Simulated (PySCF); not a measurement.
**Electronic structure of B (boron, neutral) at the r2SCAN0 level**

Configuration: [He] 2s2 2p1, 2P determinant. All numbers are calculated (PySCF 2.14, the spin-free X2C one-electron Hamiltonian (Gaussian nucleus), in x2c-QZVPPall (7s4p3d2f1g, 57 functions)).

```json
{"Total energy": "-24.6469 hartree", "One-electron energy": "-32.3983 hartree", "Hartree (Coulomb) energy": "11.6275 hartree", "Exchange-correlation energy": "-3.8761 hartree", "⟨S²⟩": "0.7580", "⟨L²⟩": "2.022", "Sum of ⟨r⟩": "6.772 bohr", "Sum of ⟨r²⟩": "15.65 bohr²", "Traceless quadrupole moment −½Σ⟨3z² − r²⟩ along its main axis": "-2.36 e·bohr²", "Langevin diamagnetic susceptibility": "-12.4 ×10⁻⁶ cm³/mol"}
```

| shell | electrons | mean orbital energy (eV) | rms radius, mean of both spins (bohr) |
| --- | --- | --- | --- |
| 1s α | 1 | -190.13 | 0.381 |
| 1s β | 1 | -189.80 | 0.381 |
| 2s α | 1 | -11.275 | 2.16 |
| 2s β | 1 | -9.812 | 2.16 |
| 2p α | 1 | -5.709 | 2.45 |
